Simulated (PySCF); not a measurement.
Mn(NH2)2: what the settings change

Mn(NH2)2: Mn(II) (d5), charge 0. The structure is a PBE0-D3(BJ)/def2-TZVP geometry optimised for multiplicity 6; coordination linear, point group D2d, metal–donor distances 1.89 Å.

```
7

Mn    0.000    0.000    0.000
N     0.000    0.000    1.890
H    -0.575   -0.580    2.483
H     0.575    0.580    2.483
N     0.000    0.000   -1.890
H    -0.580    0.575   -2.483
H     0.580   -0.575   -2.483
```

Method (PySCF 2.14, density fitting): CASSCF(5,5) with orbitals averaged over all microstates of the shell, strongly contracted NEVPT2 on the averaged canonical orbitals; basis x2c-TZVPall on the metal, x2c-SVPall elsewhere; spin-free X2C; gas phase; spin-orbit coupling by state interaction with the mean-field operator over all roots.

Base run: NEVPT2 ground state 6A1, next 4E at 23972, then 4E at 24062 cm⁻¹, B(CASSCF) 968, ζ 293 cm⁻¹, D 0.10 cm⁻¹, g 2.002 2.002 2.002, μeff(300 K) 5.92 μB.

(1) What happens with the basis x2c-TZVPall on all atoms?

(2) What happens with orbitals averaged over the highest spin alone?

Results:

(1) NEVPT2 ground state 6A1, next 4E at 23993, then 4E at 24056 cm⁻¹, B(CASSCF) 968, ζ 293 cm⁻¹, D 0.10 cm⁻¹, g 2.002 2.002 2.002, μeff(300 K) 5.92 μB. It took 6.9 s against 7.8 s on a shared host of the same kind.

(2) NEVPT2 ground state 6A1, next 4E at 24561, then 4B1 at 24747 cm⁻¹, B(CASSCF) 1014, ζ 305 cm⁻¹, D 0.07 cm⁻¹, g 2.002 2.002 2.002, μeff(300 K) 5.92 μB.
